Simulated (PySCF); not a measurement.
B(Cl)(Me)(SMe) (C2H6BClS), SMILES CSB(C)Cl.

Geometry optimised at PBE0-D3(BJ)/def2-SVP. This is a generated structure with no PubChem entry under its InChIKey; it may be hypothetical. Other conformers were not sampled.

These are CAM-B3LYP/def2-TZVP (PySCF) values and carry that method's errors.

Symmetry labels are those of the subgroup Cs that the program uses (full group Cs).

Computed valence orbital energies around the gap with their symmetry:
```
orbital  symmetry  energy (eV)
-------  --------  -----------
HOMO−7         A'       -13.02
HOMO−6         A"       -13.02
HOMO−5         A'       -12.73
HOMO−4         A'       -11.62
HOMO−3         A"       -11.06
HOMO−2         A'       -10.52
HOMO−1         A'        -9.73
HOMO           A"        -8.75
LUMO           A"         0.44
LUMO+1         A'         1.30
LUMO+2         A'         2.03
LUMO+3         A"         2.94
```
